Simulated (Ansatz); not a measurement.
A nudged elastic band was laid between two geometries of a periodic cell of 17 atoms, Ba₁₆O (host Ba, host structure bcc, interstitial O).

Computed with DFT PBE-D3(BJ), scalar-relativistic, plane waves, PAW in Ansatz. Settings: cutoff 420 eV, k mesh 2x2x2, gaussian smearing 0.15 eV, no spin polarisation.

- movable images: 5
- climbing image: yes
- spring: 5.0 eV/Å²
- optimiser: quadratic models (default)
- start path: straight line
- force threshold: 0.05 eV/Å
- iteration limit: 32
- end points: relaxed

First end point:

```xyz
17
Lattice="10.0400 0.0000 0.0000 0.0000 10.0400 0.0000 0.0000 0.0000 10.0400" Properties=species:S:1:pos:R:3
Ba 0.001 -0.021 0.310
Ba 5.023 -0.043 0.053
Ba 0.002 4.865 -0.117
Ba 0.001 -0.020 4.700
Ba 2.626 2.669 2.505
Ba 5.022 5.114 -0.083
Ba 5.023 -0.042 4.957
Ba 7.418 2.670 2.505
Ba 0.002 4.864 5.127
Ba 2.196 7.558 2.506
Ba 2.591 2.422 7.525
Ba 5.022 5.113 5.093
Ba 7.848 7.557 2.506
Ba 7.453 2.422 7.525
Ba 2.454 7.577 7.524
Ba 7.590 7.576 7.524
O 0.002 8.790 2.505
```

Last end point:

```xyz
17
Lattice="10.0400 0.0000 0.0000 0.0000 10.0400 0.0000 0.0000 0.0000 10.0400" Properties=species:S:1:pos:R:3
Ba 0.032 0.000 0.311
Ba 5.176 0.001 -0.117
Ba 0.031 5.021 0.047
Ba 0.031 0.000 4.701
Ba 2.491 2.201 2.507
Ba 4.948 5.020 -0.088
Ba 5.178 0.001 5.131
Ba 7.375 2.624 2.506
Ba 0.029 5.021 4.966
Ba 2.491 7.840 2.507
Ba 2.482 2.462 7.525
Ba 4.949 5.020 5.101
Ba 7.375 7.417 2.506
Ba 7.611 2.590 7.527
Ba 2.483 7.579 7.525
Ba 7.610 7.451 7.527
O 1.269 10.041 2.506
```

Task: Which bonds break or form, and what moves?

Result: Contacts lost: Ba13–O17. Contacts made: Ba5–O17. The atom that moves furthest is O17, by 1.78 Å.

Task: What energy profile does the band end with?

Result: The run converged. The highest image is number 3 of 0 to 6, 0.214 eV above the ends, which have the same energy within 2 meV. By the program's own check the climbing image is a first-order saddle point (lowest curvatures found: -0.88 and 0.32 eV/Å²). Limits of this set-up: coarse k mesh.

| image | path coordinate (Å) | energy (eV) | Ba13–O17 (Å) | Ba5–O17 (Å) |
| --- | --- | --- | --- | --- |
| 0 | 0.00 | 0.000 | 2.52 | 4.72 |
| 1 | 0.38 | 0.031 | 2.60 | 4.38 |
| 2 | 0.77 | 0.151 | 3.01 | 3.92 |
| 3 | 1.15 | 0.214 | 3.48 | 3.48 |
| 4 | 1.53 | 0.151 | 3.92 | 3.00 |
| 5 | 1.92 | 0.031 | 4.38 | 2.60 |
| 6 | 2.31 | 0.001 | 4.73 | 2.52 |

Task: What is the geometry of the highest image?

Result: 
```xyz
17
Lattice="10.0400 0.0000 0.0000 0.0000 10.0400 0.0000 0.0000 0.0000 10.0400" Properties=species:S:1:pos:R:3
Ba -0.030 0.035 0.239
Ba 5.142 -0.040 -0.022
Ba 0.047 4.903 -0.021
Ba -0.030 0.035 4.772
Ba 2.510 2.322 2.506
Ba 4.970 5.073 -0.010
Ba 5.142 -0.040 5.033
Ba 7.406 2.639 2.506
Ba 0.047 4.903 5.033
Ba 2.304 7.741 2.506
Ba 2.592 2.443 7.526
Ba 4.970 5.073 5.021
Ba 7.723 7.534 2.506
Ba 7.487 2.559 7.526
Ba 2.476 7.568 7.526
Ba 7.603 7.452 7.526
O 0.563 9.482 2.506
```

Run time: 14 min on 4 threads of Intel(R) Xeon(R) Platinum 8488C (Sapphire Rapids), with other jobs on the host, peak memory 5 GiB.
